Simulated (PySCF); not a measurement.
## Ionisation energy of Pr⁴⁵⁺ by level of theory

Pr⁴⁵⁺ [Ne] 3s2 3p2 (3P) → Pr⁴⁶⁺ [Ne] 3s2 3p1 (2P), as a difference of total energies. All numbers are calculated (PySCF 2.14, the spin-free X2C one-electron Hamiltonian (Gaussian nucleus), in an even-tempered Gaussian basis (18 s from 9.2 bohr⁻², ratio 2.5; 12 p from 12 bohr⁻², ratio 2.5; 4 d from 48 bohr⁻², ratio 2.7; 4 f from 71 bohr⁻², ratio 2.7)). Correlated levels: outer shells: 1s2 frozen; virtual orbitals above 40 to 60 times the deepest correlated orbital energy dropped. The calculations carry no spin-orbit coupling.

```
                method  ionisation energy (eV)
                   UHF                  3656.3
                   LDA                  3657.5
                   PBE                  3658.3
                  PBE0                  3658.1
                r2SCAN                  3658.6
                 M06-L                  3657.3
                 TPSSh                  3658.2
    MP2 (outer shells)                  3656.8
SCS-MP2 (outer shells)                  3656.6
```

Spin-orbit coupling is strong in these open shells (close to jj coupling). The scalar numbers leave it out and a first-order estimate fails, so it can dominate the gap to the real levels.

Breit and QED terms and the two-electron picture change are absent.

For comparison: 3729 ± 4 eV (theoretical estimate listed by NIST; NIST Atomic Spectra Database, ionization energies).
